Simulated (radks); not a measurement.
The numbers below are computed, except where a source is named.
Species: Li+. Configuration: 1s1 2p1 (not the ground configuration).

Level of theory: scalar-relativistic Kohn-Sham, LDA (Slater exchange, Perdew-Zunger correlation), spin-unpolarised, spherical densities, finite nucleus; Fermi nuclear charge, rms radius 2.444 fm (a radial shooting solver on a logarithmic mesh with Libxc functionals).

Energy parts (eV):
total: -130.074
kinetic: 128.518
electron-nucleus: -278.578
Hartree: 43.522
exchange-correlation: -23.536

Orbitals (lengths in bohr, moments of r in powers of bohr):
orbital  occ.  eigenvalue (eV)   <r^2>
1s          1         -84.0176  0.3748
2s          0         -11.9897   7.810
2p          1          -9.8523   7.225
3p          0          -2.8980   55.19

The highest occupied level is 2p at -9.852 eV. The configuration is held as typed, so some empty levels lie below it. The density falls to 0.001 e/bohr^3 at r = 3.57 bohr. Summed over all electrons, <r^2> = 7.600 bohr^2, which gives a Langevin (diamagnetic) susceptibility term of -6.02 x 10^-6 cm^3/mol. The electron density at the nucleus is 8.016 e/bohr^3 (large components only).
